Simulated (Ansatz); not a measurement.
CH$_{5}$FHfO$_{2}$, SMILES `[CH3][Hf]([OH])([OH])[F]`, relaxed with RKS PBE0-D4/def2-TZVP in Ansatz 0.2.0 from a GFN2-xTB geometry. The force threshold is 0.005 eV/Å; the program also tests the step.

Total charge 0; spin multiplicity 1. Hf: def2 effective core potential.

Start:

```xyz
10

C    -0.443    0.538   -1.457
Hf   -0.053   -0.199    0.577
O     1.481   -1.262    0.725
O    -0.007    1.230    1.784
F    -1.309   -1.604    0.771
H     0.436    0.865   -2.028
H    -0.915   -0.277   -2.028
H    -1.151    1.379   -1.454
H     1.162   -2.160    0.870
H     0.798    1.490    2.240
```

**Question.** How much energy does the relaxation release, and in how many steps? (Best estimate.)

**Answer.** The calculation gave: 63.53 kJ/mol, in 13 steps, 1 of them rejected.

**Question.** Which bonds change most? (Best estimate.)

**Answer.** Ansatz gave: Hf2–O4 from 1.872 to 1.916 Å; Hf2–O3 from 1.872 to 1.917 Å; C1–Hf2 from 2.199 to 2.223 Å; Hf2–F5 from 1.894 to 1.919 Å.

**Question.** Give the relaxed structure. (Estimate.)

**Answer.** Ansatz gave: 
```xyz
10

C    -0.431    0.486   -1.438
Hf   -0.178   -0.337    0.611
O     1.224   -1.637    0.477
O     0.218    1.169    1.727
F    -1.857   -1.144    1.070
H     0.485    0.967   -1.796
H    -0.690   -0.302   -2.155
H    -1.229    1.237   -1.470
H     1.955   -2.234    0.589
H     0.504    1.794    2.385
```
